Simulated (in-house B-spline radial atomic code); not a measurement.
RPA and G0W0 on HSE06: the rhodium ion Rh⁴⁺

Configuration [Kr] 4d5, highest spin, mean-field start HSE06. Computed with a B-spline radial code for spherical atoms: all electrons, scalar-relativistic (spin-free one-electron X2C), finite nucleus, each spin shell either full or empty, empty states to l = 9 with an (l + 1/2)⁻⁴ tail; G0W0 by contour deformation at full frequency.

Command:
```bash
python run_gw.py task.json out
```
Settings (radii: box in bohr, nucleus in fm):
```
Z                        45
electrons                41
configuration            [Kr] 4d5
hamiltonian              x2c
method                   hse06
lmax                     9
rms_radius               4.4945
spin_polarised           True
box_radius               11.96
intervals                68
```

Cost of the run: 5.1 s on 1 thread of Arm Neoverse V2, on a shared host.

Energies (hartree):

```tsv
term	value
mean-field total	-4779.56844
Hartree-Fock functional on these orbitals	-4777.76096
direct second order	-3.428
second-order exchange	0.99115
SOSEX correction	0.93103
```

**Question.** What is the RPA correlation energy, and what remains with SOSEX?

**Answer.** RPA gives -3.0667 hartree (-2.04 eV per electron); RPA + SOSEX gives -2.1356, and the second-order doubles -2.4369 hartree (no singles). SOSEX takes back 30 % of the RPA value.

Quasi-particle levels (eV):

```csv
level,occupied,mean field,Σx - vxc,Σc,QP weight,G0W0
4d up,yes,-58.20,-6.29,?,?,?
4p down,yes,-101.74,-7.04,0.08,0.938,-108.70
4d down,no,-49.88,8.67,-3.72,0.955,-44.94
```

G0W0 = mean field + (Σx - vxc) + Σc, with Σc (partial-wave tail included) taken at the quasi-particle energy. Only the outer levels were computed. Levels of low weight are left out.

**Question.** Where does G0W0 put 4d up?

**Answer.** At -64.61 eV, with Σc = -0.12 eV and a quasi-particle weight of 0.954. The tabulated removal energy is 63 ± 1.9 eV (NIST, tabulated theory); the calculation leaves out spin-orbit coupling, Breit and QED terms, and what these don't explain is the method's own error.
